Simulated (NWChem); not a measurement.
System: CH3BeClS; SMILES C[S][Be][Cl]

```xyz
7

Be     0.2187    -0.4575    -0.0010
Cl    -0.2684    -2.2097    -0.0027
S      0.7460     1.3629     0.0029
C     -0.8815     2.2101    -0.0002
H     -1.4465     1.9960    -0.9169
H     -0.6697     3.2870     0.0349
H     -1.4800     1.9449     0.8812
```
Atoms are numbered in this order, from 1.

Level: PBE0/def2-SVP (NWChem), optimised geometry, unscaled harmonic frequencies. 

Q: List the harmonic frequencies with IR intensities, and the thermochemistry.

A: 
```json
[
 {"frequency (cm⁻¹)": "71", "IR intensity (km/mol)": "0.0"},
 {"frequency (cm⁻¹)": "94", "IR intensity (km/mol)": "5.1"},
 {"frequency (cm⁻¹)": "228", "IR intensity (km/mol)": "27.0"},
 {"frequency (cm⁻¹)": "313", "IR intensity (km/mol)": "22.5"},
 {"frequency (cm⁻¹)": "380", "IR intensity (km/mol)": "2.5"},
 {"frequency (cm⁻¹)": "717", "IR intensity (km/mol)": "5.4"},
 {"frequency (cm⁻¹)": "957", "IR intensity (km/mol)": "7.4"},
 {"frequency (cm⁻¹)": "974", "IR intensity (km/mol)": "11.6"},
 {"frequency (cm⁻¹)": "1101", "IR intensity (km/mol)": "344.0"},
 {"frequency (cm⁻¹)": "1337", "IR intensity (km/mol)": "7.7"},
 {"frequency (cm⁻¹)": "1453", "IR intensity (km/mol)": "9.4"},
 {"frequency (cm⁻¹)": "1458", "IR intensity (km/mol)": "8.5"},
 {"frequency (cm⁻¹)": "3078", "IR intensity (km/mol)": "17.5"},
 {"frequency (cm⁻¹)": "3194", "IR intensity (km/mol)": "0.6"},
 {"frequency (cm⁻¹)": "3195", "IR intensity (km/mol)": "1.2"}
]
```

The zero-point energy comes out as 26.5 kcal/mol, the thermal correction to the enthalpy at 298.15 K (with zero-point energy) is 30.8 kcal/mol and the heat capacity Cv comes out as 17.1 cal/(mol K). The entropy at 298.15 K and 1 atm (symmetry number 1) is 78.6 cal/(mol K). The dipole moment comes out as 1.85 D.

Rigid rotor and harmonic oscillator; modes under 100 cm⁻¹ make the entropy uncertain.
